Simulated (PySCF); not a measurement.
A calculated (UHF, PySCF 2.14, dyall-av2z, the non-relativistic Hamiltonian (point nucleus)) atom or ion has these occupied shells.

| shell | electrons | orbital energy (eV) | rms radius, mean of both spins (bohr) |
| --- | --- | --- | --- |
| 1s α | 1 | -1872.7 | 0.129 |
| 1s β | 1 | -1872.4 | 0.129 |
| 2s α | 1 | -167.70 | 0.614 |
| 2s β | 1 | -167.40 | 0.614 |
| 2p α | 3 | -116.13 | 0.600 |
| 2p β | 3 | -115.55 | 0.600 |
| 3s α | 1 | -16.898 | 2.39 |
| 3s β | 1 | -12.650 | 2.39 |
| 3p α | 2 | -8.192 | 3.00 |

Name the element and its charge.

Si (silicon, neutral), in [Ne] 3s2 3p2, high-spin 3P determinant.
